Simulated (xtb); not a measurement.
Si(F)2(I)(OH) (F₂HIOSi), SMILES O[Si](F)(F)I. All values are semi-empirical tight-binding results from xtb (GFN2-xTB unless named), good for trends rather than for accurate numbers. The structure is a stationary point at GFN2-xTB. This is a generated structure with no PubChem entry under its InChIKey; it may be hypothetical. Other conformers were not sampled.

```yaml
point_group_as_xtb_finds_it: Cs
orbital_gap: 6.66 eV
zero_point_energy: 12.7 kcal/mol
G − E(el) at 298.15 K (modified RRHO): -7.8 kcal/mol
static polarisability (D4 model): 76.3 bohr³
solvation energy, GFN2-xTB/ALPB(water): -5.5 kcal/mol
solvation energy, GFN2-xTB/ALPB(acetone): -8.1 kcal/mol
```
